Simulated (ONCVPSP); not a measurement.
Pseudopotential generation for Pd: ONCV, PBE, scalar-relativistic.

Pd, optimised norm-conserving Vanderbilt (ONCV), made with ONCVPSP 4.0.1 (PBE, scalar-relativistic). Core [Ar] 3d10, reference 4s2 4p6 4d9.5 (charge +0.5). Waves: 4s: rc 1.65 bohr, ncon 3, nbas 8, qcut 7.1 1/bohr, 2 projectors, debl 1.4 Ha; 4p: rc 1.35 bohr, ncon 4, nbas 9, qcut 9.5 1/bohr, 2 projectors, debl 3.1 Ha; 4d: rc 1.75 bohr, ncon 5, nbas 10, qcut 7.6 1/bohr, 2 projectors, debl 1.3 Ha. Local part: polynomial inside 1.20 bohr (lpopt 5, dvloc0 0 Ha). Core correction: Teter function, fcfact 5.5, rcfact 1.7.

In the s channel the program set the typed energies aside and used -3.331, 0.250 Ha.

All-electron outer shells of the reference configuration (PBE, scalar-relativistic, ld1.x):

```
shell  level (eV)  outermost node (bohr)  outermost maximum (bohr)
   4s      -90.64                   0.45                      0.85
   4p      -56.47                   0.46                      0.91
   4d       -9.01                   0.45                      1.10
```

What the tests gave:

| Item | Value |
| --- | --- |
| Cutoffs needed | 32 Ha and 38 Ha (the cutoffs (Ha) at which the residual kinetic energy of the hardest occupied pseudo-wave falls to 1 and 0.1 mHa per electron) |
| Ghost test | no bound ghost flagged; no localised positive-energy state flagged |
| Largest excitation error | -498 meV (all-electron minus pseudo) for 4s1 4p6 4d10, out of 4 test configurations |
| rms error of d²Exc/dni dnj | 5.63 mHa without and 6.09 mHa with the model core |

Generation and tests took about 4.9 s on one core of a shared server CPU.
